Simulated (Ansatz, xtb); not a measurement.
# Relaxing a trial structure of C3H5Mg

The starting geometry of this gas-phase doublet was built from a drawn formula by distance geometry and a force field; its bonds are those of `C=[C][CH2][MgH]`.

```yaml
atoms:
  - { symbol: C, position_ang: [-2.6461, -0.2621, 0.6300] }
  - { symbol: C, position_ang: [-2.1481, -1.2384, 1.3409] }
  - { symbol: C, position_ang: [-0.8886, -1.9224, 1.0205] }
  - { symbol: Mg, position_ang: [0.7092, -0.4427, 0.8873] }
  - { symbol: H, position_ang: [-3.5649, 0.2114, 0.8372] }
  - { symbol: H, position_ang: [-2.0817, 0.1229, -0.2726] }
  - { symbol: H, position_ang: [-0.5957, -2.6366, 1.7300] }
  - { symbol: H, position_ang: [-0.9509, -2.4399, 0.0198] }
  - { symbol: H, position_ang: [1.9756, 0.8219, 0.8074] }
```

Problem. Where would you expect an optimisation with r2SCAN-D4/def2-SVP to take it?

Solution. New bonds form, giving a structure given below by its coordinates. Contacts that close: C1–Mg4 (3.37 → 2.45 Å), C2–Mg4 (3.00 → 2.24 Å).

The energy falls by 0.61 eV over 14 steps:

| step | E − E(last) (eV) |
| --- | --- |
| 1 | 0.610 |
| 2 | 0.247 |
| 4 | 0.130 |
| 5 | 0.074 |
| 7 | 0.029 |
| 8 | 0.003 |
| 10 | 0.001 |
| 11 | 0.000 |
| 13 | 0.000 |
| 14 | 0.000 |

Final geometry (Å):

```xyz
9

C    -2.2993   -0.0839    0.5995
C    -1.8549   -1.2337    1.1749
C    -0.8680   -2.2130    0.9937
Mg    0.1224   -0.1992    0.9411
H    -3.0816    0.5277    1.0624
H    -2.1259    0.1217   -0.4791
H    -0.6227   -2.8727    1.8379
H    -0.8588   -2.7462    0.0244
H     1.3977    0.9134    0.8454
```

From the same start GFN2-xTB ends elsewhere, differing in Mg4–H6 (1.98 against 2.68 Å here).

The end wasn't checked by frequencies. Open shells are spin-unrestricted. Run with Ansatz 0.2.0, 68 s on 2 threads of Arm Neoverse V2, on a shared host.
